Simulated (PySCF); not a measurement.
C2H5BO3, SMILES CB(O)C(=O)O.

Geometry: B3LYP-D3(BJ)/def2-SVP. This is a generated structure with no PubChem entry under its InChIKey; it may be hypothetical. One conformer was computed; it need not be the lowest.

These are TDDFT-B3LYP/def2-SVPD (PySCF) values and carry that method's errors.

Vertical excitations. Isolated molecule, no solvent. State labels are in the subgroup Cs.

```
state  symmetry  energy (eV)  λ (nm)      f                          main pairs
-----  --------  -----------  ------  -----  ----------------------------------
S1           A"         4.50     276  0.000                      HOMO→LUMO 99 %
S2           A"         6.25     198  0.001                    HOMO−2→LUMO 97 %
S3           A'         6.81     182  0.030  HOMO−1→LUMO 65 %, HOMO→LUMO+1 27 %
S4           A'         7.03     176  0.033  HOMO→LUMO+1 70 %, HOMO−1→LUMO 22 %
S5           A"         7.56     164  0.004                    HOMO−4→LUMO 92 %
S6           A'         7.56     164  0.091  HOMO−3→LUMO 82 %, HOMO→LUMO+2 14 %
S7           A'         7.69     161  0.117  HOMO→LUMO+2 74 %, HOMO−3→LUMO 14 %
S8           A"         7.99     155  0.000  HOMO−5→LUMO 77 %, HOMO→LUMO+4 15 %
S9           A"         8.12     153  0.000  HOMO→LUMO+4 63 %, HOMO−7→LUMO 21 %
S10          A"         8.22     151  0.001                  HOMO−1→LUMO+1 85 %
T1           A"         3.92     316      0                      HOMO→LUMO 98 %
T2           A'         5.17     240      0                    HOMO−1→LUMO 93 %
T3           A"         5.82     213      0                    HOMO−2→LUMO 96 %
T4           A'         6.45     192      0                    HOMO−3→LUMO 91 %
```
Triplets are in the Tamm–Dancoff approximation, which puts them higher than full response would, so one can lie above its singlet here.
